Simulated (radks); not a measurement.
Results of a calculation; reference values are marked as such.
Ionisation of the osmium ion Os3+, [Xe] 4f14 5d5, to [Xe] 4f14 5d4 as the strength of local exchange is varied. Level of theory: scalar-relativistic Kohn-Sham, Slater X-alpha exchange (alpha = 2/3 is LDA exchange), no correlation, spin-polarised, spherical densities, point nucleus; open shells are filled with parallel spins first (spin-orbit coupling, left out, can overturn this in heavy ions) (a radial shooting solver on a logarithmic mesh with Libxc functionals).

| alpha | E(Os3+) (hartree) | exchange (hartree) | IE (eV) | -e of the level emptied (eV) | <r> of it (bohr) |
|---|---|---|---|---|---|
| 0.574 | -17189.7801 | -274.6118 | 39.876 | 33.570 (5d) | 1.647 |
| 0.611 | -17207.5835 | -292.6322 | 40.665 | 34.319 (5d) | 1.634 |
| 0.647 | -17224.9245 | -310.2024 | 41.441 | 35.058 (5d) | 1.622 |
| 0.667 | -17234.5663 | -319.9794 | 41.876 | 35.473 (5d) | 1.615 |
| 0.729 | -17264.4920 | -350.3595 | 43.242 | 36.776 (5d) | 1.596 |
| 0.752 | -17275.6073 | -361.6569 | 43.755 | 37.266 (5d) | 1.588 |
| 0.983 | -17387.6588 | -475.9445 | 49.100 | 42.398 (5d) | 1.521 |

NIST Atomic Spectra Database: 41 +/- 1.7 eV (theoretical). The Delta-SCF value meets it near alpha = 0.63. Open shells are spherical and high-spin; term and fine-structure splittings are not resolved. Spin-orbit splitting is averaged out at the scalar-relativistic level.
